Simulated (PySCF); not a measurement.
Sn(CF3)(H)3 (CH3F3Sn), SMILES [C]([SnH3])(F)(F)F.

The structure is a stationary point at B3LYP-D3(BJ)/def2-SVP. The structure was generated by enumeration; whether it is a known compound was not checked. The def2 effective core potentials stand for the cores of Sn; spin–orbit coupling is left out.

Two levels are set side by side: PBE/def2-TZVP (PySCF) and M06-2X/def2-TZVP (PySCF). Same geometry, gas phase. Differences are taken from unrounded values.

```tsv
quantity	M06-2X	PBE	PBE minus M06-2X
orbital gap (eV)	10.32	6.36	-3.95
highest occupied level (eV)	-10.13	-7.42	2.71
lowest empty level (eV)	0.19	-1.05	-1.25
dipole moment (D)	2.57	1.98	-0.59
mean polarisability (bohr³)	53.0	56.4	3.3
```

PBE's occupied levels lie high since its potential decays too fast outside the molecule; exact exchange lowers them and widens the gap. Loosely held outer electrons make PBE densities more polarisable. Differences between two approximate levels are no errors against the true value.

Rough cost on one machine, each run with all the roots and properties that it gave: M06-2X against PBE about 3 times.
